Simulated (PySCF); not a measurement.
Species: C6H10ClF (charge +1 and doublet state).
Numbering: `[CH3:1][CH2:2][CH2:3][C+:4]([F:5])[C:6]([CH3:7])[Cl:8]` (hydrogens: H9, H10, H11 on C1; H12, H13 on C2; H14, H15 on C3; H16, H17, H18 on C7)

Geometry (GFN2-xTB, Å), atoms numbered from 1 in this order:
```xyz
18
C6H10ClF angstrom
C     -2.8725    0.5368   -0.1545
C     -1.3914    0.6187   -0.4356
C     -0.6779   -0.6863    0.0861
C      0.7418   -0.6244   -0.2342
F      1.0692   -0.9717   -1.4683
C      1.7897   -0.1704    0.5583
C      3.1735   -0.1328    0.0563
Cl     1.4662    0.3353    2.1345
H     -3.3387    1.4574   -0.5122
H     -3.0804    0.4531    0.9093
H     -3.3413   -0.2914   -0.6795
H     -0.9498    1.4739    0.0768
H     -1.2084    0.7074   -1.5064
H     -1.1393   -1.5246   -0.4402
H     -0.8463   -0.7650    1.1583
H      3.2262    0.4396   -0.8746
H      3.8584    0.2897    0.7853
H      3.5123   -1.1390   -0.2110
```

The hyperfine couplings belong to this conformer and change with its torsions.

Theory: PySCF 2.14.0, UKS B3LYP, pcH-1 on C Cl F H, non-relativistic, mean-field spin-orbit, GIAO. Geometry: GFN2-xTB, one conformer, isolated ion. GFN2-xTB frequencies show an imaginary mode (43i cm⁻¹), so this geometry is no minimum at that level. Couplings are sensitive to structure, and on GFN2-xTB geometries they can be far from those on DFT ones, by a factor of two or more for some ions and for spin on atoms past the first row. The SCF solution wasn't tested for stability.

Give the principal g shifts and their parts.

| Δg (ppt) | 1 | 2 | 3 |
| --- | --- | --- | --- |
| relativistic mass correction | -0.21 | -0.21 | -0.21 |
| gauge correction | -0.01 | 0.04 | 0.04 |
| orbital Zeeman/spin–orbit | -0.30 | 9.09 | 12.86 |
| total | -0.52 | 8.92 | 12.69 |

So g = 2.00180, 2.01124, 2.01501 and g_iso = 2.00935; the tensor is rhombic: the two nearest values differ by 29 % of g3 − g1. Axes: g2 points within 5° of the C3–C4 bond.

Average each term over the three axes. Which is largest in size?

The orbital-Zeeman/spin–orbit term 7.22, the mass correction -0.21 and the gauge correction 0.03 ppt, for a total of 7.03 ppt. The orbital-Zeeman/spin–orbit term is the largest in size. The mass correction is the same along every axis, so the anisotropy comes from the other two: their spans along these axes are 0.05 (gauge) and 13.16 ppt (orbital Zeeman/spin–orbit).

What are the electron Larmor frequencies g μB B/h along the three axes at 330 mT?

9.2458, 9.2894, 9.3068 GHz for g1, g2 and g3, a range of 61.0 MHz.

In a frozen sample, at which fields do the three g values resonate at 9.5, 34, 94 and 263 GHz (hyperfine left aside), and which band first spreads them over more than twice a line width of 0.3 mT?

```json
{"band": "X", "GHz": "9.5", "B(g3) mT": "336.85", "B(g2) mT": "337.48", "B(g1) mT": "339.07", "spread mT": "2.22"}
{"band": "Q", "GHz": "34.0", "B(g3) mT": "1205.56", "B(g2) mT": "1207.82", "B(g1) mT": "1213.52", "spread mT": "7.96"}
{"band": "W", "GHz": "94.0", "B(g3) mT": "3333.03", "B(g2) mT": "3339.28", "B(g1) mT": "3355.02", "spread mT": "22.00"}
{"band": "J", "GHz": "263.0", "B(g3) mT": "9325.39", "B(g2) mT": "9342.87", "B(g1) mT": "9386.93", "spread mT": "61.54"}
```

The spread grows in proportion to the frequency. X band is the first where it exceeds 0.6 mT.

The largest Mulliken spin populations are on C6 (+0.34), C4 (+0.32) and Cl8 (+0.17). Three atoms exceed +0.15.

The HOMO–LUMO gaps are 5.90 eV among the α and 3.29 eV among the β orbitals.
